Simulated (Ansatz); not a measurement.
P (SMILES [P+]), charge +1, triplet. Base run: B3LYP/6-31G run with Ansatz (an electronic-structure program).

The Ansatz input:
Ansatz 0.2 input:
```yaml
crystal:
  periodic: [false, false, false]
  atoms:
    - {symbol: P, position_ang: [0.00000000, 0.00000000, 0.00000000]}
basis:
  gaussian:
    orbitals: 6-31G
hamiltonian:
  xc: b3lyp
total_charge: 1
magnetization: {spin_polarized: true, initial_magnetization: 2}
```

Variants of this job, named by their change:

| change | ΔE vs base (mEh) |
|---|---|
| base | 0.000 |
| point_charge = charge:1.0 position_ang:-2.3173, 1.6979, 0.8644 | 166.2 |
| final_grid = 14, 28, 59 | 0.000 |
| final_grid = 10, 20, 41 | 0.000 |
| fitting.mean_field = cc-pVTZ-JKFIT | -0.002 |
| accuracy = high | 0.000 |
| point_charge = charge:0.5 position_ang:2.3909, -1.7659, 0.4067 | 84.245 |
| point_charge = charge:-1.0 position_ang:1.8135, -0.3458, 2.3647 | -192.2 |
| lower_state_search = light | 0.000 |
| final_grid = 4, 8, 17 | 0.010 |
| final_grid = 6, 12, 29 | 0.000 |
